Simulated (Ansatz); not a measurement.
`C[CH]1[CH2][Al]1[CH3]` from Hartree–Fock to CCSD(T)

```xyz
14

C    -1.482    0.039   -1.602
C    -0.114    0.281   -1.011
C     0.028    1.491    0.009
Al    0.634   -0.184    0.689
C     1.411   -1.349    2.038
H    -1.791    0.862   -2.258
H    -1.509   -0.883   -2.189
H    -2.249   -0.054   -0.826
H     0.644    0.367   -1.795
H    -0.943    1.839    0.371
H     0.618    2.341   -0.329
H     1.296   -0.940    3.044
H     2.484   -1.460    1.848
H     0.972   -2.349    2.012
```

Charge 0, multiplicity 1. All single points use the PBE0-D4/def2-TZVP geometry. Frozen core, restricted reference, Ansatz 0.2.0. CBS rows extrapolate triple and quadruple zeta; past MP2 they add the triple-zeta difference.

```
     basis     HF (Eh)  MP2 corr.
def2-TZVPP  -398.62921   -0.77602
def2-QZVPP  -398.64340   -0.82473
```

(1) Estimate the CCSD correlation energy and the (T) correction in each basis where they were run (hartree).

Results:

(1) 
| basis | CCSD corr. | (T) |
| --- | --- | --- |
| def2-TZVPP | -0.82603 | -0.03468 |
| CBS(def2) | -0.91082 | as TZ |
